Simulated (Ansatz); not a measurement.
A run for Ansatz (a first-principles code): R-CCSD(T)/def2-SVP on H4SeSn (SMILES [SeH][SnH3]), a point of a torsion scan. Elements past Kr take the def2 small-core potentials; no spin–orbit coupling. The run froze 23 orbitals, filled d shells among them.

Ansatz 0.2 input:
```yaml
crystal:
  periodic: [false, false, false]
  atoms:
    - {symbol: Se, position_ang: [1.73166500, -0.89952395, -0.12384867]}
    - {symbol: Sn, position_ang: [-0.61155465, -0.02605690, 0.00948615]}
    - {symbol: H, position_ang: [2.34015041, 0.39229448, 0.02738386]}
    - {symbol: H, position_ang: [-0.58756905, 1.63731689, 0.21282513]}
    - {symbol: H, position_ang: [-1.42031930, -0.71668210, 1.30122913]}
    - {symbol: H, position_ang: [-1.45077428, -0.38765761, -1.39224990]}
basis:
  gaussian:
    orbitals: def2-SVP
magnetization: {spin_polarized: false}
correlation: {method: ccsd_t, electrons: outside_noble_gas}
scf: {lower_state_search: off}
```

Problem. Predict the final total energy.

Solution. -2615.4760 hartree (reference determinant -2615.2197, T1 diagnostic 0.010).
